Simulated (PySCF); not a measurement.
C5H10, SMILES C=CCCC. The structure is a stationary point at PBE-D3(BJ)/def2-SVP. Other conformers were not sampled.

Q: Give the equilibrium geometry at PBE-D3(BJ)/def2-SVP (PySCF confirms it by a frequency run) as a Z-matrix. (An estimate is asked for; the answer gives what the named calculation found.)

A: One answer among several that fit: 
```
C
H 1 1.1107
H 1 1.1149 2 106.44
C 1 1.5036 2 109.22 3 -117.59
C 4 1.3446 1 125.14 2 -7.83
H 5 1.1013 4 121.75 1 -179.39
H 5 1.1036 6 116.98 4 179.71
H 4 1.1057 5 118.42 6 -0.12
C 1 1.5434 2 109.28 3 116.71
H 9 1.1115 1 108.18 2 -52.23
H 9 1.1118 10 106.04 1 -116.44
C 9 1.5300 10 109.30 11 -118.21
H 12 1.1086 9 111.30 10 55.40
H 12 1.1092 13 107.18 9 -122.71
H 12 1.1106 13 107.47 14 -115.17
```
